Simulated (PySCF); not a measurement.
C₆H₅, SMILES c1[c]cccc1, multiplicity 2.

The structure is a stationary point at PBE0-D3(BJ)/def2-SVP. The isomer is the one that the SMILES or the coordinates give; other isomers of the formula were not compared.

Two levels are set side by side: PBE/def2-TZVP (PySCF) and CAM-B3LYP/def2-TZVP (PySCF). Same geometry, gas phase. Differences are taken from unrounded values.

```json
[
 {"quantity": "α-spin orbital gap (eV)", "CAM-B3LYP": "9.11", "PBE": "4.17", "PBE minus CAM-B3LYP": "-4.94"},
 {"quantity": "β-spin orbital gap (eV)", "CAM-B3LYP": "7.51", "PBE": "3.10", "PBE minus CAM-B3LYP": "-4.41"},
 {"quantity": "dipole moment (D)", "CAM-B3LYP": "0.87", "PBE": "0.91", "PBE minus CAM-B3LYP": "0.05"},
 {"quantity": "mean polarisability (bohr³)", "CAM-B3LYP": "63.6", "PBE": "65.1", "PBE minus CAM-B3LYP": "1.5"}
]
```

Rough cost on one machine, each run with all the roots and properties that it gave: CAM-B3LYP against PBE within a factor of 2.
